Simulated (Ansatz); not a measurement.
Gas-phase electronic energies from Ansatz, PBE0-D4/def2-TZVP geometries. CCSD(T)/CBS adds triple-zeta CCSD(T) − MP2 to the extrapolated MP2 energy (def2 sets, frozen cores). This one scheme is used for every species. Functionals use def2-TZVPP. def2 core potentials past Kr. For Se, Zr outer-core shells are correlated without core-valence functions, which leaves a few kJ/mol of doubt a bond. Scalar relativity is left out up to krypton. One conformer a species, not always the lowest.

Consider the ligand exchange at a Zr–C bond: `C#[C][Zr]([F])([F])[F]` + H₂Se → `[F][Zr]([F])([F])[SeH]` + `C#C`.

```json
{"level": "LDA (SPW92)", "ΔE (kJ/mol)": "-72.7", "difference from CCSD(T)/CBS": "-3.2"}
{"level": "r2SCAN-D4", "ΔE (kJ/mol)": "-68.6", "difference from CCSD(T)/CBS": "0.9"}
{"level": "B2PLYP", "ΔE (kJ/mol)": "-66.4", "difference from CCSD(T)/CBS": "3.1"}
{"level": "revPBE", "ΔE (kJ/mol)": "-64.0", "difference from CCSD(T)/CBS": "5.5"}
{"level": "BLYP", "ΔE (kJ/mol)": "-62.2", "difference from CCSD(T)/CBS": "7.3"}
{"level": "r2SCAN", "ΔE (kJ/mol)": "-68.6", "difference from CCSD(T)/CBS": "0.9"}
{"level": "r2SCAN0", "ΔE (kJ/mol)": "-70.8", "difference from CCSD(T)/CBS": "-1.3"}
{"level": "BHLYP", "ΔE (kJ/mol)": "-66.7", "difference from CCSD(T)/CBS": "2.8"}
{"level": "CAM-B3LYP", "ΔE (kJ/mol)": "-65.0", "difference from CCSD(T)/CBS": "4.5"}
{"level": "RPA@PBE/def2-TZVPP", "ΔE (kJ/mol)": "-57.1", "difference from CCSD(T)/CBS": "12.4"}
{"level": "MP2/def2-SVP", "ΔE (kJ/mol)": "-61.5", "difference from CCSD(T)/CBS": "8.0"}
{"level": "CCSD(T)/def2-SVP", "ΔE (kJ/mol)": "-56.8", "difference from CCSD(T)/CBS": "12.7"}
{"level": "HF/def2-TZVPP", "ΔE (kJ/mol)": "-63.4", "difference from CCSD(T)/CBS": "6.1"}
{"level": "SCS-MP2/def2-TZVPP", "ΔE (kJ/mol)": "-62.8", "difference from CCSD(T)/CBS": "6.7"}
{"level": "MP2/CBS(def2)", "ΔE (kJ/mol)": "-73.8", "difference from CCSD(T)/CBS": "-4.3"}
{"level": "CCSD/CBS(def2)", "ΔE (kJ/mol)": "-69.1", "difference from CCSD(T)/CBS": "0.4"}
{"level": "CCSD(T)/CBS", "ΔE (kJ/mol)": "-69.5", "difference from CCSD(T)/CBS": "0"}
```

Largest T1 diagnostic among the species: 0.017.

From BLYP to BHLYP (50 % exact exchange), in def2-TZVPP and without D4, ΔE moves by −4.6 kJ/mol. At CCSD(T), def2-SVP lies +12.7 kJ/mol from the extrapolated value and def2-TZVPP +6.0 kJ/mol. Leaving LDA and LC-ωPBE aside and taking each functional with its dispersion term where it has one, the values, not all of them listed here, spread over 11.5 kJ/mol, from r2SCAN0-D4 to B97M-V. LDA lies −5.7 kJ/mol from PBE without D4.
